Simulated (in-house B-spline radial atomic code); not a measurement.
Atomic self-consistent-field run: Cu (an excited or competing configuration). Computed with an all-electron radial atomic-structure program (B-spline basis): Dirac-Hartree-Fock, average of the jj configuration, Fermi nucleus of rms radius 3.8823 fm.

In the input, a minus or plus after the letter marks the j = l - 1/2 or j = l + 1/2 subshell.

Command:
```bash
python run_scf.py task.json out
```
Settings (nuclear radius in fm, mass in u):
```
Z                29
configuration    1s2 2s2 2p6 3s2 3p-1 3p+4 3d10 4s1 4p+1
hamiltonian      dirac
method           hf
spin_polarised   False
nucleus          fermi
rms_radius       3.8823
atomic_mass      62.9296
speed_of_light   137.035999084
```

Output (hartree, bohr):
```
 radial grid: 78 intervals, B-splines of order 8, outer radius 50 bohr

 iter        energy (Eh)    residual
    1      -1649.5345086    4.16e-01
    2      -1649.8368129    1.54e-01
    3      -1650.4579502    1.59e-02
    4      -1650.4591367    7.69e-03
    5      -1650.4593523    9.49e-04
    6      -1650.4593651    4.45e-04
    7      -1650.4593693    1.74e-04
    8      -1650.4593706    4.44e-05
    9      -1650.4593707    2.05e-06
   10      -1650.4593707    6.28e-07
   11      -1650.4593707    9.43e-09

 total energy                    -1650.459371
 kinetic                           1679.88210
 electron-nucleus                 -3974.51239
 electron-electron                  644.17091

 first-order corrections (not in the total)
   Gaunt                            0.74008
   retardation                     -0.06701
   frequency dependence            -0.00224
   self-energy                      0.49820
   Uehling                         -0.04487
   Wichmann-Kroll                   0.00034
   recoil                           0.01086

 orbital      occ     eigenvalue          <r>       <r^2>       <1/r>       r_max    small
 1s1/2      2.000     -333.19853    0.0520974  0.00365138     29.1649     0.03412  1.09e-02
 2s1/2      2.000      -42.10101     0.233764    0.064532     6.39387       0.196  2.09e-03
 2p1/2      2.000      -36.71809     0.204192   0.0512535     6.30783      0.1566  2.05e-03
 2p3/2      4.000      -36.00884     0.207067   0.0525513     6.17866      0.1591  2.02e-03
 3s1/2      2.000       -5.45164     0.708836    0.579841     1.99815      0.6127  4.51e-04
 3p1/2      1.000       -3.85752     0.736335    0.639074     1.87275      0.6153  4.09e-04
 3p3/2      4.000       -3.69833       0.7472     0.65806     1.83577      0.6228  3.97e-04
 3d3/2      4.000       -0.76583     0.922281       1.116     1.45477      0.6033  2.69e-04
 3d5/2      6.000       -0.84409      0.90616     1.06809     1.46731      0.6041  2.73e-04
 4s1/2      1.000       -0.37645      2.75116     8.80131     0.46544       2.215  3.15e-05
 4p3/2      1.000       -0.15936      4.16535     20.6027     0.30407       3.227  1.27e-05
```

Time taken, with all properties: 1.5 s on 1 thread of Arm Neoverse V1, with other jobs on the host.

For the Dirac Hamiltonian the kinetic term is c α·p + (β - 1)c².
